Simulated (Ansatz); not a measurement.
Reaction (formal hydrolysis of a B–Br bond): `BrB(Br)Br` + H₂O → `OB(Br)Br` + HBr

Gas-phase electronic energies from Ansatz, PBE0-D4/def2-TZVP geometries. CCSD(T)/CBS adds triple-zeta CCSD(T) − MP2 to the extrapolated MP2 energy (def2 sets, frozen cores). This one scheme is used for every species. DFT in def2-TZVPP. For Br outer-core shells are correlated without core-valence functions, which leaves a few kJ/mol of doubt a bond. Scalar relativity is left out up to krypton. One conformer a species, not always the lowest.

`BrB(Br)Br`:

Z-matrix (Å, degrees):
```
B
Br 1 1.896
Br 1 1.896 2 120.0
Br 1 1.896 2 120.0 3 180.0
```

H₂O:

```xyz
3

O     0.012   -0.221   -0.320
H    -0.642   -0.245    0.382
H     0.630    0.466   -0.062
```

`OB(Br)Br`:

Z-matrix (Å, degrees):
```
B
O 1 1.337
Br 1 1.925 2 121.2
Br 1 1.907 2 118.7 3 180.0
H 2 0.963 1 113.7 3 -0.0
```

HBr:

Z-matrix (Å, degrees):
```
Br
H 1 1.420
```

```csv
species,revPBE energy (Eh)
`BrB(Br)Br`,-7746.75768
H₂O,-76.44013
`OB(Br)Br`,-5248.68251
HBr,-2574.53871
```

Work out ΔE.

ΔE = (-5248.68251) + (-2574.53871) − (-7746.75768) − (-76.44013) = -0.02341 Eh = -14.7 kcal/mol. CCSD(T)/CBS gives -14.1 kcal/mol.

What do rigid-rotor, harmonic-oscillator terms from PBE0-D4/def2-TZVP frequencies (298.15 K, 1 bar) make of the CCSD(T)/CBS value? (An estimate is asked.)

Computed: ΔZPE = -0.6 kcal/mol, ΔH = -15.2 kcal/mol, ΔS = 5 J/(mol·K), ΔG = -15.5 kcal/mol.

Largest T1 diagnostic among the species: 0.009.

At CCSD(T), def2-SVP lies −7.1 kcal/mol from the extrapolated value and def2-TZVPP −1.6 kcal/mol. In def2-TZVPP, CCSD(T) changes the Hartree–Fock value by +5.0 kcal/mol (the triples alone add +0.9 kcal/mol) and MP2 by +7.2 kcal/mol. From BLYP to BHLYP (50 % exact exchange), in def2-TZVPP and without D4, ΔE moves by −1.5 kcal/mol.
